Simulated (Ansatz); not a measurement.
Ansatz (a program for electronic structure) input (BHLYP/def2-TZVPD):

Ansatz 0.2 input:
```yaml
crystal:
  periodic: [false, false, false]
  atoms:
    - {symbol: C, position_ang: [1.93125883, -0.45135630, -0.14788987]}
    - {symbol: Ga, position_ang: [0.00002446, -0.00005055, 0.00011675]}
    - {symbol: C, position_ang: [-0.55497486, 1.84311457, 0.50003092]}
    - {symbol: C, position_ang: [-1.37638050, -1.39161593, -0.35244161]}
    - {symbol: H, position_ang: [2.41289508, 0.19623262, -0.88517668]}
    - {symbol: H, position_ang: [2.10014125, -1.48908485, -0.43548496]}
    - {symbol: H, position_ang: [2.43248407, -0.27003195, 0.80656324]}
    - {symbol: H, position_ang: [-1.16353365, 1.81872096, 1.40776327]}
    - {symbol: H, position_ang: [0.29309463, 2.50653905, 0.66945923]}
    - {symbol: H, position_ang: [-1.17981753, 2.27296567, -0.28725163]}
    - {symbol: H, position_ang: [-1.23494725, -2.23917020, 0.32323569]}
    - {symbol: H, position_ang: [-2.39323598, -1.01817367, -0.23142575]}
    - {symbol: H, position_ang: [-1.26725946, -1.77728480, -1.36949839]}
basis:
  gaussian:
    orbitals: def2-TZVPD
hamiltonian:
  xc: {name: BHLYP}
magnetization: {spin_polarized: true, initial_magnetization: 2}
```

Output:

```
Functional definition: BHLYP
integrals: 0.20 GiB planned
1600 factors; their error is unknown
0.39 GiB of the device are held for the grids
1.55 GiB of device memory are held for the factors and their scratch space
mean field: 1.75 GiB planned
mean field evaluation 1: about -55618.3581 eV, gradient 4.6e1 eV
mean field evaluation 2: about -55620.1467 eV, gradient 4.1e1 eV
mean field evaluation 4: about -55627.9910 eV, gradient 1.9e0 eV
mean field evaluation 8: about -55628.0323 eV, gradient 1.8e-1 eV
mean field evaluation 16: about -55628.5899 eV, gradient 6.4e0 eV
mean field evaluation 32: about -55628.8972 eV, gradient 6.9e0 eV
mean field -55629.26153808 eV, -2044.3376546565 hartree, gradient 5.4e-6 eV, S^2 2.022701; 4 other end points of the search recorded, 0 dependent functions left out
reference -55629.26175476 eV, -2044.3376626196 hartree; 30, 28 occupied and 216, 218 virtual orbitals, 1600 factors
Total energy: -55629.26175476 eV, -2044.3376626196 hartree
```

This state (charge 0, triplet) is run at the relaxed geometry of the species with charge 0 and multiplicity 1, and is a spin state other than that species' own.
